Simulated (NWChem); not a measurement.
Molecule: C2H6Ge; SMILES C=[CH][GeH3]

Computed with NWChem. The geometry was optimised at PBE0/def2-SVP. Gas phase, vertical.

PBE0/def2-SVPD, TDA puts singlet state 3 at 7.56 eV with oscillator strength 0.463.

Question: Give the wavelength, the transition dipole and the radiative lifetime of that state in vacuum.

Answer: 
1. λ = 1239.84/7.56 = 164 nm, or 60980 cm⁻¹.
2. f = (2/3) ΔE μ² in atomic units, so μ = √(1.5 f/ΔE) = 1.58 a.u. = 4.02 D.
3. τ = 1.499 s cm⁻² / (f ν²) = 0.87 ns, for a non-degenerate state that emits at the vertical energy; a higher state like this one mostly decays faster by other paths.
